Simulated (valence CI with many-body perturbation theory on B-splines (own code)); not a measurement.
Values are calculated unless marked as measured or tabulated.
## Sensitivity of CI+MBPT for V⁸⁺

Method: relativistic CI+MBPT: five valence electrons over a frozen Dirac-Fock core [Ne], radial functions for each j: 6 s, 6 p, 5 d, 3 f, 1 g, with the one-electron correlation potential Σ1 (screened to all orders), the two-electron term Σ2, the three-electron term Σ3, Breit, model QED; selected single and double excitations, second order for the rest, scaled by the run's own slope (own B-spline code, finite nucleus).

No measured levels were compared; by estimate levels of excited configurations hold to 0.05 to 0.15 % of their energy, terms of the ground configuration to about 0.5 %. Among the levels kept, up to 1200 cm⁻¹ of a level comes from second order outside the variational space, and about a tenth of that is noise between levels of different J, which matters for small intervals.

The reference run has the lowest level 3s²3p³ ⁴S°_3/2 and an ionisation energy of 203.697 eV. Its largest variational space holds 10000 state functions.

Names give the largest LS component (configuration and term), which can be under half, so a name can repeat, a term be missing and a line seem to break the LS rules; names also repeat where a configuration has a term twice.

Changed runs:
A. natural orbitals for correlation on → off
B. scale of Σ1 1 → 0; scale of Σ2 1 → 0; three-electron term on → off
C. screening of Σ1 on → off; three-electron term on → off
D. start configuration 3s2 3p3 → 3s5 (bad on purpose)

Excitation energies of the reference run in cm⁻¹, and shifts in cm⁻¹:

| Level | Reference | A | B | C |
| --- | --- | --- | --- | --- |
| 3s²3p³ ²D°_3/2 | 35129 | +1969 | +462 | +170 |
| 3s²3p³ ²D°_5/2 | 36738 | +1958 | +415 | +163 |
| 3s²3p³ ²P°_1/2 | 59578 | +2234 | +669 | +275 |
| 3s²3p³ ²P°_3/2 | 61761 | +2191 | +598 | +266 |
| 3s3p⁴ ⁴P_5/2 | 214041 | -267 | -180 | -170 |
| 3s3p⁴ ⁴P_3/2 | 218780 | -282 | -249 | -169 |
| 3s3p⁴ ⁴P_1/2 | 221143 | -277 | -271 | -167 |
| 3s3p⁴ ²D_3/2 | 265438 | +1153 | +482 | -52 |
| 3s3p⁴ ²D_5/2 | 266114 | +1154 | +466 | -55 |
| 3s²3p²3d ²P_3/2 | 305930 | +1445 | +1355 | +86 |
| 3s²3p²3d ²P_1/2 | 309565 | +1690 | +1400 | +111 |
| 3s3p⁴ ²S_1/2 | 319858 | +2690 | +1453 | +223 |
| Ionisation energy (eV) | 203.697 | -0.194 | -0.195 | +0.157 |

Run D: It gave no result: a shell was given more electrons than it holds. The program said: "a valence shell holds more than 4l+2 electrons".
